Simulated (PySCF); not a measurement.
Cost of one run: shielding job, `[H]/N=C/[C@@H]1[C@H]2CC[C@@]12C#C`.

Method: GIAO PBE0/pcSseg-1 NMR shielding, non-relativistic, gas phase (PySCF 2.14.0, density-fitted response routines). Geometry: GFN2-xTB. Work: shieldings, ring-centre shieldings, charges and field gradients, density fitting. The input is one job of a driver script: a line of settings, then coordinates in Å.

Command:
```bash
OMP_NUM_THREADS=1 python probes_run.py task.json out
```

Input:
```
{"job": {"kind": "nmr", "xc": "PBE0", "basis": "pcSseg-1", "pop": true, "grid": 3, "scf": {"damp": 0.1}}, "charge": 0, "multiplicity": 1}
H      3.049269     2.390075    -0.558672
N      2.080976     2.140645    -0.744563
C      1.584948     1.282504     0.030315
C      0.200309     0.847854    -0.151086
C     -0.606149     0.521103     1.080723
C     -2.050687     0.266755     0.679481
C     -1.578658    -0.866465    -0.254748
C     -0.136253    -0.599374     0.182617
C      0.838164    -1.603807     0.387725
C      1.634057    -2.481178     0.578385
H      2.115515     0.802431     0.866299
H     -0.292324     1.313004    -0.996361
H     -0.270361     0.795312     2.067578
H     -2.664676    -0.089933     1.503562
H     -2.551777     1.104347     0.194870
H     -1.767951    -0.723577    -1.317943
H     -1.931881    -1.850590     0.045151
H      2.338719    -3.242787     0.730538
```

Hardware: one thread of an Arm Neoverse V2, shared host. PySCF's memory limit was set to 1200 MB.

How large is the basis?

198 functions for 64 electrons, with 1014 fitting functions; the fitted three-index integrals, 1014 × 198 × 199/2 numbers of 8 bytes, come to 150 MiB.

Question: Which is nearest to the wall time?
A. 52 s
B. 6.5 s
C. 7.0 min

Answer: A. The run took 52 s. The SCF took 20 cycles.

Estimate the peak memory.

About 0.87 GiB. Peak memory is the resident size of the whole Python process, interpreter and libraries included.

The SCF part of the output:
```
damping 0.10 in the first 6 cycles
final grid: 215120 points
cycle   1  E = -364.3303534841  dE =  1.633e+00  |g| = 4.860e-01  |ddm| = 4.298e+00
cycle   2  E = -364.3224790422  dE =  7.874e-03  |g| = 5.516e-01  |ddm| = 1.265e+00
cycle   3  E = -364.2505201826  dE =  7.196e-02  |g| = 8.156e-01  |ddm| = 1.213e+00
cycle   4  E = -363.9986889054  dE =  2.518e-01  |g| = 1.289e+00  |ddm| = 2.139e+00
cycle   5  E = -363.4914272759  dE =  5.073e-01  |g| = 2.027e+00  |ddm| = 3.082e+00
cycle   6  E = -358.7818194403  dE =  4.710e+00  |g| = 3.881e+00  |ddm| = 7.901e+00
cycle   7  E = -304.1834552534  dE =  5.460e+01  |g| = 1.226e+01  |ddm| = 6.511e+01
cycle   8  E = -361.3768181871  dE = -5.719e+01  |g| = 3.670e+00  |ddm| = 6.502e+01
cycle   9  E = -363.4267425967  dE = -2.050e+00  |g| = 1.779e+00  |ddm| = 4.090e+00
cycle  10  E = -364.2242564461  dE = -7.975e-01  |g| = 8.087e-01  |ddm| = 2.390e+00
cycle  11  E = -364.3810782368  dE = -1.568e-01  |g| = 2.042e-01  |ddm| = 1.100e+00
cycle  12  E = -364.3864490835  dE = -5.371e-03  |g| = 1.366e-01  |ddm| = 3.413e-01
cycle  13  E = -364.3906169501  dE = -4.168e-03  |g| = 3.724e-02  |ddm| = 1.548e-01
cycle  14  E = -364.3909338708  dE = -3.169e-04  |g| = 9.627e-03  |ddm| = 3.643e-02
cycle  15  E = -364.3909539945  dE = -2.012e-05  |g| = 2.591e-03  |ddm| = 1.316e-02
cycle  16  E = -364.3909555186  dE = -1.524e-06  |g| = 9.752e-04  |ddm| = 4.280e-03
cycle  17  E = -364.3909557446  dE = -2.260e-07  |g| = 2.466e-04  |ddm| = 1.533e-03
cycle  18  E = -364.3909557569  dE = -1.230e-08  |g| = 1.024e-04  |ddm| = 4.777e-04
cycle  19  E = -364.3909557596  dE = -2.690e-09  |g| = 1.468e-05  |ddm| = 1.461e-04
cycle  20  E = -364.3909557596  dE = -4.718e-11  |g| = 7.668e-06  |ddm| = 2.612e-05
converged SCF energy = -364.3909557596
```

The host was shared with other jobs, so the times are rough.
